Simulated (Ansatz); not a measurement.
One change: `C[SiH](C)[AlH][NH2]` becomes `C[SiH](C)[AlH2]`.

Ansatz, PBE0-D4/def2-TZVP geometries, multiplicity 1. Each molecule was computed in one conformer, which needn't be the lowest.

```tsv
property	`C[SiH](C)[AlH][NH2]`
HOMO energy (PBE/def2-TZVPP) / eV	-5.82
HOMO–LUMO gap (PBE0/def2-TZVPP) / eV	5.97
size of the dipole moment (ωB97M-V/def2-TZVPP) / D	1.36
LUMO energy (B3LYP/def2-TZVPP) / eV	-1.11
LUMO energy (PBE0/def2-TZVPP) / eV	-0.94
HOMO–LUMO gap (ωB97M-V/def2-TZVPP) / eV	9.59
```

Problem. What does the change do to each property? (Best estimate.)

Solution. Ansatz gave: 
```csv
property,`C[SiH](C)[AlH2]`,shift
HOMO energy (PBE/def2-TZVPP) / eV,-5.93,-0.11
HOMO–LUMO gap (PBE0/def2-TZVPP) / eV,5.11,-0.86
size of the dipole moment (ωB97M-V/def2-TZVPP) / D,1.02,-0.34
LUMO energy (B3LYP/def2-TZVPP) / eV,-2.08,-0.97
LUMO energy (PBE0/def2-TZVPP) / eV,-1.89,-0.95
HOMO–LUMO gap (ωB97M-V/def2-TZVPP) / eV,8.70,-0.89
```

With PBE0 the HOMO falls by 0.09 eV and the LUMO falls by 0.95 eV, so the gap narrows by about 0.86 eV. PBE moves the HOMO by -0.11 eV and ωB97M-V by -0.07 eV. Dipoles are sizes alone; their direction can turn.

B3LYP here is the variant with VWN-RPA as its local correlation; programs differ in this.
